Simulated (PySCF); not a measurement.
Species: C6H9BO2.
Geometry (PBE0-D3(BJ)/def2-SVP, Å), atoms numbered from 1 in this order:
```xyz
18
C6H9BO2 angstrom
B      5.4094    0.5745   -0.4343
O      4.5856   -0.2544    0.5606
C      3.3320   -0.1464    0.6955
C      2.5119    0.7106   -0.0435
C      1.0446    0.7606    0.1921
C      0.2567    2.0364    0.0658
C      0.0596    0.9384   -0.9321
C      3.1758    1.4763   -1.0073
O      4.4226    1.4491   -1.2231
H      5.9534   -0.1860   -1.2129
H      6.1513    1.3073    0.1951
H      2.8866   -0.7998    1.4631
H      0.7259    0.0877    0.9948
H     -0.5338    2.2310    0.7952
H      0.7970    2.9343   -0.2500
H     -0.8691    0.3627   -0.9018
H      0.4632    1.0737   -1.9403
H      2.6135    2.1673   -1.6554
```

All values: PBE0/pcSseg-1 (PySCF, non-relativistic), on one gas-phase PBE0-D3(BJ)/def2-SVP geometry that isn't relaxed in the solvent. The solvent is an IEF-PCM continuum (cavity from Bondi-type radii × 1.2). The model holds no explicit solvent molecules, cavitation or dispersion.

```csv
run,E − E(gas) (kcal/mol),HOMO (eV),HOMO–LUMO gap (eV),dipole (D)
gas,0.00,-6.49,4.10,5.15
P,-7.47,-6.48,4.28,6.50
Q,-5.37,-6.48,4.24,6.15
```

Problem. The runs were made in acetonitrile and chloroform. Which run belongs to which solvent?

Solution. P = acetonitrile, Q = chloroform. The dielectric constants are 4.711 (chloroform), 35.69 (acetonitrile), and the energy falls further as ε rises. In this model the ground state sees the solvent through ε alone.

Problem. How constant is the ratio of the lowering to (ε − 1)/(2ε + 1)?

Solution. 
| solvent | (ε − 1)/(2ε + 1) | E − E(gas) (kcal/mol) | ratio (kcal/mol) | polarisation term (kcal/mol) |
| --- | --- | --- | --- | --- |
| chloroform | 0.356 | -5.37 | -15.1 | -6.15 |
| acetonitrile | 0.479 | -7.47 | -15.6 | -8.97 |

The ratio changes by +3.5 % in size from chloroform to acetonitrile. The polarisation term is half the interaction of the solute with the induced surface charges.
